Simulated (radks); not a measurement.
Values are calculated unless marked as measured or tabulated.
O2+, 6 electrons, occupied as [He] 2s2 2p1.5 3d0.5 (fractional occupations, a model configuration).

Code: a radial shooting solver on a logarithmic mesh with Libxc functionals. Model: Dirac Kohn-Sham, LDA (Slater exchange, Perdew-Wang correlation), spin-unpolarised, spherical densities, finite nucleus; open shells fill j = l - 1/2 first; Fermi nuclear charge, rms radius 2.6991 fm.

Energy parts (eV):
| part | energy |
|---|---|
| total | -1959.109 |
| kinetic | 1954.812 |
| electron-nucleus | -4418.324 |
| Hartree | 682.152 |
| exchange-correlation | -177.748 |

Orbitals (lengths in bohr, moments of r in powers of bohr):
[
 {"orbital": "1s1/2", "occ.": "2", "eigenvalue (eV)": "-563.3470", "<r>": "0.2003", "<r^2>": "0.05419", "small-component weight": "7.68e-04"},
 {"orbital": "2s1/2", "occ.": "2", "eigenvalue (eV)": "-63.8673", "<r>": "1.010", "<r^2>": "1.210", "small-component weight": "1.10e-04"},
 {"orbital": "2p1/2", "occ.": "1.5", "eigenvalue (eV)": "-49.4928", "<r>": "0.9613", "<r^2>": "1.149", "small-component weight": "9.86e-05"},
 {"orbital": "2p3/2", "occ.": "0", "eigenvalue (eV)": "-49.4353", "<r>": "0.9624", "<r^2>": "1.151", "small-component weight": "9.84e-05"},
 {"orbital": "3s1/2", "occ.": "0", "eigenvalue (eV)": "-16.7963", "<r>": "3.033", "<r^2>": "10.48", "small-component weight": "2.42e-05"},
 {"orbital": "3p1/2", "occ.": "0", "eigenvalue (eV)": "-13.6926", "<r>": "3.289", "<r^2>": "12.45", "small-component weight": "2.07e-05"},
 {"orbital": "3p3/2", "occ.": "0", "eigenvalue (eV)": "-13.6847", "<r>": "3.291", "<r^2>": "12.46", "small-component weight": "2.07e-05"},
 {"orbital": "3d3/2", "occ.": "0.5", "eigenvalue (eV)": "-10.0910", "<r>": "3.486", "<r^2>": "14.17", "small-component weight": "1.44e-05"},
 {"orbital": "3d5/2", "occ.": "0", "eigenvalue (eV)": "-10.0904", "<r>": "3.487", "<r^2>": "14.17", "small-component weight": "1.44e-05"},
 {"orbital": "4d3/2", "occ.": "0", "eigenvalue (eV)": "-4.9158", "<r>": "7.310", "<r^2>": "61.88", "small-component weight": "7.62e-06"},
 {"orbital": "4d5/2", "occ.": "0", "eigenvalue (eV)": "-4.9156", "<r>": "7.310", "<r^2>": "61.89", "small-component weight": "7.62e-06"},
 {"orbital": "4f5/2", "occ.": "0", "eigenvalue (eV)": "-4.5726", "<r>": "6.676", "<r^2>": "49.78", "small-component weight": "6.11e-06"},
 {"orbital": "4f7/2", "occ.": "0", "eigenvalue (eV)": "-4.5726", "<r>": "6.676", "<r^2>": "49.78", "small-component weight": "6.11e-06"}
]

The highest occupied level is 3d3/2 at -10.091 eV. The configuration is held as typed, so some empty levels lie below it. The density falls to 0.001 e/bohr^3 at r = 3.40 bohr. The electron density at the nucleus is 322.1 e/bohr^3. Summed over all electrons, <r^2> = 11.33 bohr^2, which gives a Langevin (diamagnetic) susceptibility term of -8.98 x 10^-6 cm^3/mol.

Run on one thread of a shared host, so times are rough (Arm Neoverse V2): 0.06 s of CPU time, 0.06 s wall, 13 iterations on 2198 mesh points.
